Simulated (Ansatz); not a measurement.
```yaml
crystal:
  periodic: [false, false, false]
  atoms:
    - {symbol: C, position_ang: [-0.418573, 0.988065, -0.464386]}
    - {symbol: In, position_ang: [0.338694, -1.053216, 0.376880]}
    - {symbol: F, position_ang: [1.847112, -1.090417, 1.565786]}
    - {symbol: F, position_ang: [-0.247393, -2.661992, 0.011610]}
    - {symbol: H, position_ang: [-1.432455, 0.800580, -0.861451]}
    - {symbol: H, position_ang: [-0.348895, 1.488633, 0.493804]}
    - {symbol: H, position_ang: [0.327666, 1.451114, -0.994286]}
basis:
  gaussian: {orbitals: ANO-RCC-VTZP, nuclear_model: gaussian}
hamiltonian: {xc: {name: PBE}}
output: {forces: true}
```

```sh
$ ansatz run in.yaml --threads 4 --pin off --events-out ev --progress --plain --max-ram 10444MiB
```

It prints (some lines left out):

```
Functional definition: PBE
1436 factors; their error is unknown
mean field evaluation 1: about -166518.7659 eV, gradient 9.0e1 eV
mean field evaluation 2: about -166463.0194 eV, gradient 1.9e2 eV
mean field evaluation 4: about -166533.4691 eV, gradient 2.8e1 eV
mean field evaluation 8: about -166535.1196 eV, gradient 2.4e-1 eV
mean field evaluation 16: about -166535.0877 eV, gradient 2.5e-3 eV
mean field -166535.08766685 eV, -6120.0515902201 hartree, gradient 5.0e-5 eV, S^2 0.000000; 0 other end points of the search recorded, 0 dependent functions left out
reference -166535.08773695 eV, -6120.0515927960 hartree; 38, 38 occupied and 162, 162 virtual orbitals, 1436 factors
Total energy: -166535.08773695 eV, -6120.0515927960 hartree
Relativity: scalar
Atom 0 at    -0.418573     0.988065    -0.464386 Å, force    -1.135156    -2.571972     2.441416 eV/Å
Atom 1 at     0.338694    -1.053216     0.376880 Å, force     1.094169     7.887464    -0.226802 eV/Å
Atom 2 at     1.847112    -1.090417     1.565786 Å, force     0.998674    -0.075145     0.861033 eV/Å
Atom 3 at    -0.247393    -2.661992     0.011610 Å, force    -2.426954    -6.796357    -1.401997 eV/Å
Atom 4 at    -1.432455     0.800580    -0.861451 Å, force     0.616683     0.429590     0.021265 eV/Å
Atom 5 at    -0.348895     1.488633     0.493804 Å, force    -0.789647     0.362801     0.490244 eV/Å
Atom 6 at     0.327666     1.451114    -0.994286 Å, force     1.642231     0.763620    -2.185159 eV/Å
Dipole moment:    -0.403045     0.523748    -0.295967 e Å
```

It took 4.4 s on 4 threads of an Arm Neoverse V1 on a shared host, with 0.38 GiB of host memory at the peak.
